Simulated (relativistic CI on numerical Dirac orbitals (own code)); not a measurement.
## Spin-allowed bands of a d2 ion in an octahedral site, by hand

Problem. Take Δ = 21150 cm⁻¹ and B = 450 cm⁻¹ for a d2 ion in an octahedral site. Calculate the three spin-allowed bands.

Working.
1. The terms of highest spin are 3F (energy 0) and 3P (15B = 6750 cm⁻¹). Here the F term splits into A2 at +1.2Δ = 25380, T2 at +0.2Δ = 4230 and T1 at −0.6Δ = -12690 cm⁻¹.
2. The two T1 states mix through the element 0.4Δ: H = [[-12690, 8460], [8460, 6750]], with roots ½(H₁₁ + H₂₂) ∓ ½√[(H₂₂ − H₁₁)² + 4H₁₂²] = ½(-5940) ∓ ½(25772) = -15856 and 9916 cm⁻¹.
3. The ground term is 3T1 at -15856 cm⁻¹.
4. Bands: 3T2 20086 cm⁻¹ (498 nm), 3T1(P) 25772 cm⁻¹ (388 nm), 3A2 41236 cm⁻¹ (243 nm).

Check. Exact diagonalisation of the whole d2 shell with these parameters gives 3T2 20086, 3T1 25772, 3A2 41236 cm⁻¹. The match is exact, since without spin-orbit coupling no other term has this spin. The ratio of the second band to the first, 1.283, depends on Δ/B = 47.0 alone, which is how a Tanabe-Sugano diagram is read.
